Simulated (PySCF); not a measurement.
**Vanadium: highly charged ions in a basis for the neutral atom**

V(14+) [He] 2s2 2p5, V(15+) [He] 2s2 2p4. Calculation: PySCF 2.14, in pcseg-2 (6s4p3d2f1g, 56 functions); no relativity, point nucleus. No spin-orbit coupling, so a gap to NIST mixes the basis error with missing relativistic terms.

Changed run: basis of the neutral atom used for a highly charged ion. This setting is unsound on purpose.

```tsv
species	method	sound run (hartree)	changed run (hartree)	converged
V(14+)	UHF	not run	-838.95285	yes
V(14+)	PBE0	not run	-839.09989	yes
V(15+)	UHF	not run	-802.93442	yes
V(15+)	PBE0	not run	-803.03186	yes
```

Ionisation energy of V(14+):

```tsv
method	changed run (eV)	NIST (eV)
UHF	980.11	977.2 ± 1.3
PBE0	981.46	977.2 ± 1.3
M06-L	982.06	977.2 ± 1.3
```

The contracted functions were made for the neutral atom and can be too rigid for a highly charged ion.
